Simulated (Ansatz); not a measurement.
Basis-set extrapolation for C$_{6}$H$_{10}$BClO$_{2}$ (`CC1=CC(C)=[O+][B-](C)(Cl)O1`) (PBE0-D4/def2-TZVP geometry, frozen core, Ansatz). Multiplicity 1, RHF reference.

```csv
,def2-TZVPP,def2-QZVPP
HF,-867.239091,-867.269677
MP2 correlation,-1.742067,-1.868095
CCSD(T) correlation,-1.886281,not run
```

Energies in hartree. Use E(X) = E(∞) + A·exp(−7.88·√X) for Hartree–Fock and E(X) = E(∞) + B·X^(−2.97) for correlation, with X = 3 and 4, and add CCSD(T) minus MP2 of the smaller set to the MP2 limit.

Q: What is the CCSD(T) energy at the basis-set limit?

A: HF limit: -867.269677 + (-0.030586) × 0.13774 = -867.27389. MP2 limit: -1.868095 + (-0.126028) × 0.74074 = -1.96145. Higher-order term: -1.886281 − (-1.742067) = -0.14421. Total: -869.37955 hartree, 667.3 kJ/mol below CCSD(T)/def2-TZVPP.
